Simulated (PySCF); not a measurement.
C3H9BO. Atoms are numbered in the order given.

```xyz
14

B     -0.5494     0.9412     0.4995
H     -1.5143     1.1343     1.2060
O      0.3454     1.9550     0.4528
H      1.1053     1.7648    -0.1154
C     -0.3854    -0.4140    -0.3052
C     -0.5735    -1.6268     0.6244
C      0.9111    -0.5172    -1.1190
H     -1.2407    -0.4150    -1.0134
H     -0.5734    -2.5736     0.0584
H      0.2410    -1.6911     1.3664
H     -1.5216    -1.5671     1.1815
H      1.0231     0.3180    -1.8326
H      0.9522    -1.4470    -1.7101
H      1.7994    -0.5208    -0.4619
```
Charge 0, spin multiplicity 1.

Geometry optimised at B3LYP-D3(BJ)/def2-SVP. The structure was generated by enumeration, and PubChem lists no compound with its InChIKey, so it may never have been made. One conformer was computed; it need not be the lowest.

All values below come from M06-2X/def2-TZVP in PySCF.

ESP charges are fitted to the potential on shells at 1.4 to 2.0 van der Waals radii. Atomic charges (e):

```csv
atom,Mulliken,ESP fit
B1,0.15,0.27
H2,0.01,-0.09
O3,-0.41,-0.58
H4,0.33,0.39
C5,-0.15,0.38
C6,-0.43,-0.60
C7,-0.53,-0.54
H8,0.13,-0.02
H9,0.14,0.14
H10,0.14,0.15
H11,0.15,0.12
H12,0.15,0.10
H13,0.15,0.14
H14,0.16,0.12
```

### Question
Give the Mayer and Wiberg (Löwdin basis) orders of the bonds. (An estimate is asked for; the answer gives what the named calculation found.)

### Answer

| bond | Mayer | Wiberg |
|---|---|---|
| B1–H2 | 1.00 | 0.88 |
| B1–O3 | 1.35 | 2.07 |
| O3–H4 | 0.87 | 0.93 |
| B1–C5 | 1.00 | 1.17 |
| C5–C6 | 0.94 | 1.19 |
| C5–C7 | 0.91 | 1.21 |
| C5–H8 | 0.93 | 0.75 |
| C6–H9 | 0.97 | 0.90 |
| C6–H10 | 0.96 | 0.90 |
| C6–H11 | 0.97 | 0.90 |
| C7–H12 | 0.98 | 0.90 |
| C7–H13 | 0.97 | 0.90 |
| C7–H14 | 0.97 | 0.90 |
